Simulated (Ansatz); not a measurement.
Species: sum formula Si₂N₂H₇, charge 0, multiplicity 2. It need not be the lowest isomer of its formula. 
Coordinates optimised at B3LYP-D3(BJ)/def2-TZVP (Ansatz, a first-principles code):
```xyz
11

N     -2.1659     1.0068     0.4227
Si    -1.1850    -0.2385    -0.2396
N      0.3799    -0.0955     0.4920
Si     1.9556    -0.3290    -0.1924
H     -3.1705     0.9566     0.4327
H     -1.8183     1.9330     0.6225
H     -0.9117    -0.1613    -1.7105
H      0.3536    -0.0013     1.5003
H      2.8875     0.7042     0.3232
H      1.8353    -0.2127    -1.6607
H      2.5391    -1.6536     0.1380
```
Charge 0, spin multiplicity 2.

Basis-set convergence of Hartree-Fock and CCSD correlation energies (hartree) with Ansatz. Correlated levels leave the core frozen unless marked. Open shells are spin-unrestricted. No spin-orbit coupling. No relativistic terms.

```csv
basis,functions,E(HF),"E(corr, CCSD)"
cc-pV(D+d)Z,109,-690.88753,-0.57879
cc-pV(T+d)Z,236,-690.96205,-0.70249
cc-pV(Q+d)Z,448,-690.97893,-0.74246
```

Extrapolating the two largest sets (X = 3 and 4) as X^-3: E(corr) = (64·(-0.74246) - 27·(-0.70249))/37 = -0.7716 Eh, an estimate of the basis-set limit. The largest set recovers 96.2 % of it, the smallest 75.0 %.
